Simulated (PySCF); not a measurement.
C$_{2}$H$_{6}$In, charge +1, singlet, geometry from GFN2-xTB (such geometries of metal compounds can be far from the true shape) (core potentials on In). Base run: WB97X/def2-SVP run with PySCF.

Input for PySCF:
```python
from pyscf import gto, scf, dft

mol = gto.M(
    atom='''
In    0.000000    0.000000    0.000000
C     1.767999    0.264584   -1.433558
H     2.412420   -0.605902   -1.305081
H     2.270644    1.189597   -1.148548
H     1.353102    0.319627   -2.440713
C    -1.767999   -0.264584    1.433558
H    -2.257624   -1.200722    1.162551
H    -2.423557    0.595054    1.289344
H    -1.354984   -0.297654    2.442446
''',
    basis='def2-svp',
    ecp={'In': 'def2-svp'},
    charge=1,
    spin=0,
    verbose=4,
)

mf = dft.RKS(mol)
mf.xc = 'wb97x'
mf.kernel()
```

Variants of this job, named by their change:

| change | ΔE vs base (mEh) | grid points | electrons on the grid |
|---|---|---|---|
| base | 0.000 | 108960 | 37.99999 |
| grids.becke_scheme = stratmann | -0.001 | 108960 | 37.99999 |
| grids.level = 0 | 23.961 | 8704 | 37.99671 |
| grids.level = 2 | 0.407 | 68696 | 37.99998 |
| grids.level = 5 | -0.139 | 274528 | 38.00000 |
| small_rho_cutoff = 0 | 0.000 | 108960 | 37.99999 |
| grids.prune = off | -0.004 | 177136 | 37.99999 |
| grids.atom_grid = (30, 110) | 9.367 | 22152 | 37.99994 |
| grids.atom_grid = (75, 302) | 0.701 | 130560 | 37.99998 |
| grids.atom_grid = (150, 974) | -0.144 | 726456 | 38.00000 |
| grids.radi_method = gauss_chebyshev | -0.725 | 105600 | 37.99999 |
